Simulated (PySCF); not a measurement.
# Reading the logs of faulty runs: AlGeH4NO

These are calculations, not measurements. They come from PySCF 2.14.0, an open-source quantum chemistry program, on an isolated molecule that a program drew, which may never have been made. The molecule is AlGeH4NO (charge 0, singlet), drawn as the SMILES string `[NH2][Ge][O][AlH2]`.

Each row is a Hartree-Fock (HF) and frozen-core CCSD(T) single point in the cc-pV(D+d)Z basis, meant for a local HF minimum. Run 1 is clean. Each other run has one planted mistake out of seven kinds, and not every kind appears here: one electron removed, one electron added, multiplicity raised by two, geometry at a saddle point, minimal basis STO-3G, one bond length entered in bohr, all coordinates scaled. The reference is restricted for singlets and unrestricted otherwise, and also for a bond in bohr. Adding or removing an electron swaps singlet and doublet. Electrons count all cores. HOMO and LUMO are orbital energies over both spins, the gradient is its largest component, and the lowest frequency (negative if imaginary) is given only where the gradient is small. Bond lengths are over the 7 bonds as drawn. T1 is the CCSD diagnostic: over 0.02 (restricted) or 0.045 (unrestricted) a single reference is doubtful. Germanium has the cc-pVDZ-PP basis, with a core potential (ECP10MDF) in place of its 10 inner electrons, and its 3s, 3p and 3d shells are frozen in CCSD(T).

Geometry of the clean run:
```xyz
8
AlGeH4NO, angstrom
N     2.8029    0.7818   -1.8286
Ge    4.0836    0.6667   -0.5503
O     2.9983    0.7602    0.8620
Al    2.2238    0.8258    2.3476
H     1.8208    0.8683   -1.6399
H     3.0061    0.7655   -2.8103
H     1.7436   -0.5141    3.0290
H     1.9845    2.2267    3.0336
```

```
run  electrons  basis functions  <S^2>  HOMO (eV)  LUMO (eV)  gradient (hartree/bohr)  lowest frequency (cm^-1)  mean bond (Å)  longest bond (Å)      T1  HF (hartree)  CCSD(T) (hartree)                          mistake
  1         64               94  0.000      -9.58       1.91                  5.9e-06                        54         1.4909             1.813  0.0185    -667.03349         -667.58290                         no fault
  2         64               94  0.799      -7.98       1.42                  1.2e-02                         -         1.6914             2.982  0.0557    -666.93270         -667.47433  one bond length entered in bohr
  3         64               94  0.000      -9.17       2.01                  9.9e-02                         -         1.3984             1.701  0.0154    -666.99634         -667.53252           all coordinates scaled
  4         64               94  2.009      -6.37      -0.40                  3.1e-02                         -         1.4909             1.813  0.0187    -666.92399         -667.44737       multiplicity raised by two
  5         65               94  0.767       0.76       5.52                  7.3e-02                         -         1.4909             1.813  0.0200    -666.97871         -667.53298               one electron added
  6         63               94  0.769     -14.97      -7.57                  9.0e-02                         -         1.4909             1.813  0.0263    -666.71948         -667.25054                                ?
```

**Which mistake was planted in run 6, and what did it cost?**

It counts 63 electrons, one fewer than the clean run, at the same geometry and basis. So the mistake is: one electron removed. Subtracting run 1 and multiplying by 627.51 kcal/mol a hartree, the energy moved by 197.0 kcal/mol in HF and 208.6 kcal/mol in CCSD(T).

Cautions from the logs. Run 2: T1 is over the limit, so its CCSD(T) energy is less reliable; run 5: the HOMO is above zero, so the electron isn't bound and the energy depends on the basis.
